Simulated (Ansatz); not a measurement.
Molecule: 1-methylcyclopenta-1,3-diene, C₆H₈ (charge 0, singlet). 
Structure (B3LYP-D3(BJ)/def2-TZVP (Ansatz, a program for electronic structure) minimum search):
```
C
C 1 1.3462
H 2 1.0816 1 125.55
C 2 1.4644 3 124.60 1 -180.00
C 4 1.3429 2 109.39 3 -180.00
H 5 1.0795 4 127.01 2 -180.00
H 4 1.0810 5 126.12 6 0.00
C 1 1.4901 2 128.40 3 0.00
H 8 1.0904 1 111.19 2 0.00
H 8 1.0944 9 107.95 1 -122.54
H 8 1.0944 9 107.95 10 -114.93
C 5 1.5019 6 124.19 4 -180.00
H 12 1.0966 5 112.05 6 59.51
H 12 1.0966 13 106.02 1 -121.64
```
Charge 0, spin multiplicity 1.

Dipole moments at this geometry, in debye (magnitudes).

```csv
level,program,dipole (D)
SVWN5/def2-TZVPD,Ansatz,(withheld)
BLYP/def2-TZVPD,Ansatz,0.75
B97M-V/def2-TZVPD,Ansatz,0.76
B3LYP/def2-TZVPD,Ansatz,0.73
r2SCANh/def2-TZVPD,Ansatz,0.79
LC-wPBE/def2-TZVPD,Ansatz,0.74
wB97M-V/def2-TZVPD,Ansatz,0.72
wB97X-V/def2-TZVPD,Ansatz,0.72
CCSD(T)/aug-cc-pVDZ,Ansatz,(withheld)
```

**Question.** What belongs in the gaps?

**Answer.** 
- SVWN5/def2-TZVPD, dipole (D): 0.86
- CCSD(T)/aug-cc-pVDZ, dipole (D): 0.62
